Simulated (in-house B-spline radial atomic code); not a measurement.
Values are calculated unless marked as measured or tabulated.
# Stopping of slow ions oscillates with Z: Zr to Sb at r_s = 4

A nucleus sits in a uniform electron gas with a rigid positive background. The Kohn-Sham equations are solved self-consistently in the spin-unpolarised LDA (PW92), non-relativistic, on B-splines with outgoing waves at the boundary and partial waves to l = 8. The model has no lattice, no bands and no magnetic solution. Atomic units; δ_l are the phase shifts at the Fermi level, counted so that each bound state adds π, and good to about 0.0005. A narrow, partly filled d or f resonance in a thin gas would split by spin, so such rows rest on a solution that is probably unstable.

The density parameter is r_s = 4 bohr. The friction coefficient Q = n k_F σ_tr gives dE/dx = Q v for slow ions.

| ion | δ0/π | δ1/π | δ2/π | δ3/π | σ_tr (bohr²) | Q (a.u.) |
| --- | --- | --- | --- | --- | --- | --- |
| Zr | 4.089 | 3.019 | 1.388 | -0.012 | 242.82 | 0.4346 |
| Nb | 4.086 | 2.993 | 1.503 | -0.011 | 277.35 | 0.4964 |
| Mo | 4.078 | 2.973 | 1.614 | -0.010 | 234.93 | 0.4205 |
| Tc | 4.068 | 2.960 | 1.722 | -0.008 | 148.99 | 0.2666 |
| Ru | 4.062 | 2.956 | 1.823 | -0.006 | 66.72 | 0.1194 |
| Rh | 4.075 | 2.968 | 1.909 | -0.004 | 21.40 | 0.0383 |
| Pd | 4.149 | 3.016 | 1.962 | -0.002 | 14.10 | 0.0252 |
| Ag | 4.261 | 3.107 | 1.985 | -0.001 | 27.36 | 0.0490 |
| Cd | 4.352 | 3.227 | 1.994 | -0.000 | 57.03 | 0.1021 |
| In | 4.419 | 3.364 | 1.997 | 0.000 | 92.64 | 0.1658 |
| Sn | 4.471 | 3.502 | 2.003 | 0.001 | 109.68 | 0.1963 |
| Sb | 4.525 | 3.629 | 2.014 | 0.003 | 101.46 | 0.1816 |

Question: Where are the largest and smallest frictions, and what do the phase shifts say there?

Answer: Largest: Nb, Q = 0.4964; smallest: Pd, Q = 0.0252, a ratio of 19.7. For the largest δ2/π = 1.50: the d resonance is about half filled and sits at the Fermi level, where it scatters most. For the smallest the differences δ_l − δ_(l+1), measured from the nearest multiple of π, are 0.13π, 0.05π, 0.04π; σ_tr grows with the sines of these.

Question: At equal speed, Lindhard and Scharff's formula, with silicon as an example target, scales as Z^(7/6)/(Z^(2/3) + 14^(2/3))^(3/2). How does its rise from the first ion to the last compare?

Answer: It rises smoothly by 1.1352/1.0100 = 1.12, while Q changes by 0.182/0.435 = 0.42. The statistical formula averages over shells, so it can't show the oscillation.
